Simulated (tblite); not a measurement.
Species: C5H10O3Si.
Atom-mapped SMILES: `[CH3:1][C@@H:2]1[CH2:3][O:4][C:5](=[O:6])[O:7][C@@H:8]1[SiH3:9]` (hydrogens: H10, H11, H12 on C1; H13 on C2; H14, H15 on C3; H16 on C8; H17, H18, H19 on Si9)

Computed with GFN2-xTB (tblite), gas phase: L-BFGS steps from a force-field or distance-geometry start until the largest atomic force falls under 0.01 eV/Å.

Step 21: E = -809.9975 eV
```
atom  x, y, z in Å  |  force x, y, z in eV/Å
C1     -1.4875   -1.1621    0.7977    0.010   0.042  -0.006
C2     -0.7412    0.1517    0.6147    0.058  -0.005   0.029
C3     -1.0915    0.8074   -0.7136   -0.001  -0.003   0.010
O4     -0.2937    1.9539   -0.9801    0.008   0.008   0.041
C5      0.8797    2.1755   -0.3733    0.008  -0.004  -0.001
O6      1.4500    3.2101   -0.5547    0.021  -0.011  -0.017
O7      1.4060    1.2553    0.4280   -0.014  -0.011  -0.002
C8      0.7739   -0.0225    0.6412    0.001  -0.022   0.010
Si9     1.6240   -1.2266   -0.5966   -0.018   0.052   0.020
H10    -2.5568   -0.9763    0.8730    0.026  -0.025  -0.002
H11    -1.3059   -1.8209   -0.0490   -0.025   0.001   0.036
H12    -1.1547   -1.6604    1.7054   -0.020   0.013  -0.020
H13    -1.0105    0.8470    1.4229   -0.032  -0.030  -0.015
H14    -0.9569    0.0923   -1.5346   -0.021   0.015  -0.005
H15    -2.1253    1.1675   -0.7199    0.004  -0.037  -0.037
H16     1.0867   -0.2970    1.6560   -0.021   0.022   0.001
H17     3.0479   -1.1027   -0.3193    0.025  -0.024  -0.002
H18     1.3276   -0.8062   -1.9636   -0.023   0.004  -0.034
H19     1.1184   -2.5767   -0.3417    0.015   0.014  -0.006
```

Step 22: E = -809.9981 eV
```
atom  x, y, z in Å  |  force x, y, z in eV/Å
C1     -1.4876   -1.1619    0.7985    0.017   0.032  -0.010
C2     -0.7401    0.1517    0.6157    0.015  -0.009   0.017
C3     -1.0899    0.8080   -0.7134   -0.002  -0.021   0.020
O4     -0.2959    1.9574   -0.9772    0.009  -0.016   0.048
C5      0.8799    2.1746   -0.3739    0.014   0.001   0.002
O6      1.4528    3.2070   -0.5594    0.035  -0.001  -0.009
O7      1.4051    1.2552    0.4295   -0.007  -0.007  -0.014
C8      0.7745   -0.0234    0.6438   -0.020   0.005   0.006
Si9     1.6226   -1.2255   -0.5967   -0.009   0.046   0.008
H10    -2.5576   -0.9770    0.8721    0.043  -0.022   0.006
H11    -1.3054   -1.8208   -0.0482   -0.024   0.002   0.040
H12    -1.1540   -1.6604    1.7065   -0.034   0.022  -0.035
H13    -1.0123    0.8465    1.4231   -0.021  -0.024  -0.011
H14    -0.9523    0.0937   -1.5342   -0.011   0.008  -0.013
H15    -2.1248    1.1640   -0.7239   -0.006  -0.031  -0.021
H16     1.0869   -0.2963    1.6592   -0.020   0.018  -0.007
H17     3.0464   -1.1012   -0.3185    0.023  -0.023  -0.008
H18     1.3224   -0.8047   -1.9638   -0.014   0.003  -0.018
H19     1.1197   -2.5775   -0.3465    0.011   0.015  -0.001
```

Q: Estimate the geometry and energy of step 23. (The exact step hangs on the optimiser's Hessian estimate; all steps are aligned on step 22, rigid shifts and turns removed.)

A: E = -809.9987 eV, largest force 0.051 eV/Å
```
atom  x, y, z in Å  |  force x, y, z in eV/Å
C1     -1.4874   -1.1612    0.7991    0.016   0.010  -0.009
C2     -0.7391    0.1516    0.6169   -0.031  -0.007  -0.003
C3     -1.0886    0.8080   -0.7129   -0.002  -0.028   0.019
O4     -0.2977    1.9600   -0.9737    0.004  -0.027   0.043
C5      0.8804    2.1738   -0.3745    0.019   0.004   0.005
O6      1.4559    3.2040   -0.5637    0.041   0.002  -0.003
O7      1.4044    1.2548    0.4303    0.009  -0.001  -0.017
C8      0.7747   -0.0241    0.6461   -0.028   0.030   0.001
Si9     1.6211   -1.2237   -0.5968    0.006   0.028  -0.008
H10    -2.5576   -0.9780    0.8713    0.039  -0.011   0.011
H11    -1.3054   -1.8206   -0.0469   -0.016  -0.004   0.028
H12    -1.1541   -1.6601    1.7068   -0.035   0.022  -0.029
H13    -1.0143    0.8457    1.4233   -0.011  -0.012   0.000
H14    -0.9484    0.0949   -1.5341    0.000   0.000  -0.016
H15    -2.1244    1.1603   -0.7279   -0.013  -0.024  -0.004
H16     1.0867   -0.2953    1.6619   -0.016   0.012  -0.008
H17     3.0453   -1.1002   -0.3179    0.014  -0.020  -0.015
H18     1.3175   -0.8033   -1.9643   -0.005   0.003   0.001
H19     1.1210   -2.5777   -0.3506    0.009   0.021   0.003
```

The energy changes by -0.0005 eV. The first-order estimate −F·Δx gives -0.0008 eV and the mean of the old and new forces, exact on a quadratic surface, -0.0005 eV. The step makes an angle of 69° with the force vector and moves no atom by more than 0.006 Å.

What follows is the cost of the whole relaxation. Time: 1.5 s wall, 1.0 s CPU. Hardware: AMD EPYC, one thread, no GPU (shared host).
